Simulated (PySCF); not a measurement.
Basis and Hamiltonian dependence of the excitation energy of Mn

Mn [Ar] 3d5 4s2 (6S) → Mn [Ar] 3d5 4s1 4p1 (8P). All values are computed (PySCF 2.14, energy differences of UHF-based or UKS calculations, no spin-orbit coupling). Values in eV.

```json
{"basis": "aug-cc-pVDZ-DK", "Hamiltonian": "spin-free X2C", "functions": "59", "UHF": "1.135", "PBE": "2.172", "PBE0": "2.023", "MP2 (valence)": "1.929", "CCSD(T) (valence)": "2.173"}
{"basis": "x2c-TZVPPall", "Hamiltonian": "spin-free X2C", "functions": "64", "UHF": "1.274", "PBE": "2.322", "PBE0": "2.161", "MP2 (valence)": "2.030", "CCSD(T) (valence)": "2.288"}
{"basis": "x2c-TZVPPall with one added diffuse shell each of s, p, d, f type", "Hamiltonian": "spin-free X2C", "functions": "80", "UHF": "1.127", "PBE": "2.169", "PBE0": "2.020", "MP2 (valence)": "1.939", "CCSD(T) (valence)": "2.177"}
{"basis": "aug-cc-pVTZ", "Hamiltonian": "non-relativistic", "functions": "93", "UHF": "1.082", "PBE": "2.096", "PBE0": "1.952", "MP2 (valence)": "1.911", "CCSD(T) (valence)": "2.144"}
{"basis": "dyall-av2z", "Hamiltonian": "non-relativistic", "functions": "101", "UHF": "1.087", "PBE": "2.108", "PBE0": "1.962", "MP2 (valence)": "1.852", "CCSD(T) (valence)": "2.102"}
{"basis": "x2c-QZVPPall", "Hamiltonian": "spin-free X2C", "functions": "103", "UHF": "1.131", "PBE": "2.164", "PBE0": "2.016", "MP2 (valence)": "1.974", "CCSD(T) (valence)": "n/a"}
{"basis": "aug-cc-pVTZ with one added diffuse shell each of s, p, d, f, g type", "Hamiltonian": "non-relativistic", "functions": "118", "UHF": "1.082", "PBE": "2.095", "PBE0": "1.952", "MP2 (valence)": "1.924", "CCSD(T) (valence)": "n/a"}
{"basis": "aug-cc-pwCVTZ", "Hamiltonian": "non-relativistic", "functions": "127", "UHF": "1.082", "PBE": "2.097", "PBE0": "1.953", "MP2 (valence)": "1.922", "CCSD(T) (valence)": "n/a"}
{"basis": "aug-cc-pVQZ", "Hamiltonian": "non-relativistic", "functions": "140", "UHF": "1.082", "PBE": "2.094", "PBE0": "1.951", "MP2 (valence)": "1.939", "CCSD(T) (valence)": "n/a"}
```

Frozen in the all-electron rows: valence: [Ar].

Non-relativistic rows lack the scalar-relativistic shift.

Reference for a calculation without spin-orbit coupling: 2.303 eV (measured, between term centres; NIST).
